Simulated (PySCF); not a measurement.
Two species compared at the same levels of theory.

First species: H11NOSi4.
SMILES: `[SiH3]O[Si@@H](N[SiH3])[SiH3]`

Second species: Phthalazine, C8H6N2.
InChI=1S/C8H6N2/c1-2-4-8-6-10-9-5-7(8)3-1/h1-6H

Levels: CAM-B3LYP/def2-SVPD for dipole moment, HOMO energy, LUMO energy, HOMO–LUMO gap, static isotropic polarisability and electronic spatial extent ⟨r²⟩ about the centre of nuclear charge; TDDFT CAM-B3LYP/def2-SVPD for lowest singlet excitation; TDA CAM-B3LYP/def2-SVPD for lowest triplet excitation (Tamm–Dancoff); GFN2-xTB for rotational constant A and rotational constant C. Geometries: GFN2-xTB. Each species is one conformer at its optimised geometry, gas phase, non-relativistic unless stated. Electronic properties by PySCF.

The conformers computed, where there is a choice (atom-mapped SMILES and torsion angles):
- `[SiH3:1][NH:2][Si@@H:3]([SiH3:4])[O:5][SiH3:6]`: Si1–N2–Si3–Si4 -151°, N2–Si3–O5–Si6 -24°

Values for the first species:

* Dipole moment: 0.86 D
* HOMO energy: -8.67 eV
* LUMO energy: 0.56 eV
* HOMO–LUMO gap: 9.23 eV
* Lowest singlet excitation: 6.03 eV
* Lowest triplet excitation (Tamm–Dancoff): 5.51 eV
* Static isotropic polarisability: 115.6 au
* Electronic spatial extent ⟨r²⟩ about the centre of nuclear charge: 1744 bohr²
* Rotational constant A: 1.451 GHz
* Rotational constant C: 0.683 GHz

Task: Estimate the same properties for the second species, and the change in each.

Result: 
| property | first | second | second less first |
| --- | --- | --- | --- |
| dipole moment | 0.86 D | 5.24 D | +4.38 D |
| HOMO energy | -8.67 eV | -8.06 eV | +0.61 eV |
| LUMO energy | 0.56 eV | -0.90 eV | -1.46 eV |
| HOMO–LUMO gap | 9.23 eV | 7.16 eV | -2.07 eV |
| lowest singlet excitation | 6.03 eV | 3.62 eV | -2.41 eV |
| lowest triplet excitation (Tamm–Dancoff) | 5.51 eV | 3.22 eV | -2.29 eV |
| static isotropic polarisability | 115.6 au | 101.8 au | -13.8 au |
| electronic spatial extent ⟨r²⟩ about the centre of nuclear charge | 1744 bohr² | 1223 bohr² | -521 bohr² |
| rotational constant A | 1.451 GHz | 3.312 GHz | +1.861 GHz |
| rotational constant C | 0.683 GHz | 0.909 GHz | +0.226 GHz |

On the first: The vertical singlet–triplet gap S1 − T1 is 0.52 eV (TDDFT singlet less Tamm–Dancoff triplet; S1: HOMO→LUMO, weight 0.66; T1: HOMO→LUMO, weight 0.64). S1 lies 3.20 eV below the HOMO–LUMO gap; its leading configuration is HOMO→LUMO, weight 0.66. GFN2-xTB frequencies show an imaginary mode (37i cm⁻¹), so this geometry is no minimum at that level.

On the second: The polarisability is 15.08 Å³ as a volume (1 au = 0.148185 Å³), or 1.50 au for each of the 68 electrons. The vertical singlet–triplet gap S1 − T1 is 0.40 eV (TDDFT singlet less Tamm–Dancoff triplet; S1: HOMO→LUMO, weight 0.88; T1: HOMO→LUMO, weight 0.83).
